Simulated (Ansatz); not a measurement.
Consider the cleavage of the Si–Si bond: `F[SiH2]O[SiH2][SiH3]` + `O[SiH2][SeH]` → `O[SiH2][Se][SiH3]` + `F[SiH2]O[SiH3]`.

Isolated molecules relaxed with PBE0-D4/def2-TZVP in Ansatz; ΔE leaves out vibrations. CBS: MP2 limit from def2 TZ/QZ plus the TZ coupled-cluster correction, frozen cores. DFT in def2-TZVPP. B3LYP here is the variant with VWN-RPA as its local correlation; programs differ in this. For Se outer-core shells are correlated without core-valence functions, which leaves a few kJ/mol of doubt a bond. Scalar relativity is left out up to krypton. One conformer a species, not always the lowest.

(1) Is it downhill or uphill in electronic energy at CCSD(T)/CBS, and by how much? (An estimate is asked.)

(2) What do these levels give: r2SCAN-D4, PBE0-D4, B3LYP-D4, ωB97M-V, SCS-MP2/def2-TZVPP, CCSD/def2-TZVPP? (An estimate is asked.)

Largest T1 diagnostic among the species: 0.012.

Answers

(1) The calculation gave: Downhill: ΔE = -73.4 kJ/mol.

(2) Computed: r2SCAN-D4 -66.6, PBE0-D4 -63.4, B3LYP-D4 -66.3, ωB97M-V -73.4, SCS-MP2/def2-TZVPP -80.1, CCSD/def2-TZVPP -70.2 kJ/mol.

From PBE to PBE0 (25 % exact exchange), in def2-TZVPP and without D4, ΔE moves by −6.4 kJ/mol.
